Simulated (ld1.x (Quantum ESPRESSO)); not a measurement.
# Pseudopotential generation for Er (Z = 68): TM, PBE, scalar-relativistic.

Input for ld1.x (Quantum ESPRESSO) 7.5:

```
&input
   title='Er', zed=68., rel=1, dft='PBE', iswitch=3,
   config='[Xe] 4f12 5d0 6s2 6p0',
   nld=4, rlderiv=4.25, eminld=-4.0, emaxld=5.0, deld=0.02
 /
 &inputp
   pseudotype=2, tm=.true., lloc=-2, rcloc=2.05,
   nlcc=.true., rcore=0.65,
   file_pseudopw='Er.UPF', file_wfcaegen='ae.wfc', file_wfcncgen='nc.wfc', file_beta='beta', file_chi='chi'
 /
4
6S  1  0   2.00   0.00  3.65  3.65  0.0
5P  2  1   6.00   0.00  2.00  2.00  0.0
5D  3  2   0.00   0.00  3.90  3.90  0.0
4F  4  3  12.00   0.00  0.75  0.75  0.0
 &test
   configts(1)='4f12 5p6 5d0 6s2 6p0'
 /
```

Command:

```bash
ld1.x < Er.in > Er.out
```

The program printed (shortened: banner, matrices, multipoles, cross overlaps and the repeated all-electron block are left out):

```
[... start of the log left out ...]

     ------------------------ End of All-electron run ------------------------

     --------------------- Generating NC pseudopotential ---------------------

      Generating local potential from pseudized AE potential:
      Matching radius rcloc =   2.0500
      Enforcing V''(0)=0 (lloc=-2)

      Local pseudo, rcloc= 2.025 Estimated cut-off energy=     7.88 Ry

      Computing core charge for nlcc:

       r > 0.66 : true rho core
       r < 0.66 : rho core = a sin(br)/r    a=  75.14  b=   3.85

      Integrated core pseudo-charge :  20.40

      Wfc   6S  rcut= 3.690  Using Troullier-Martins method

      Wfc   5P  rcut= 2.025  Using Troullier-Martins method

      Wfc   5D  rcut= 3.879  Using Troullier-Martins method

      Wfc   4F  rcut= 0.745  Using Troullier-Martins method

     ------------------- End of pseudopotential generation -------------------

     Computing logarithmic derivative in   4.25997

 %%%%%%%%%%%%%%%%%%%%%%%%%%%%%%%%%%%%%%%%%%%%%%%%%%%%%%%%%%%%%%%%%%%%%%%%%%%%%%
     Error in routine run_pseudo (1):
     Errors in PS-KS equation
 %%%%%%%%%%%%%%%%%%%%%%%%%%%%%%%%%%%%%%%%%%%%%%%%%%%%%%%%%%%%%%%%%%%%%%%%%%%%%%

     stopping ...
```

The run stopped because the pseudo-atom solver did not find the valence states with the expected number of nodes, which is the usual sign of a ghost state.

The run took about 1.5 s on one core of a shared server CPU.
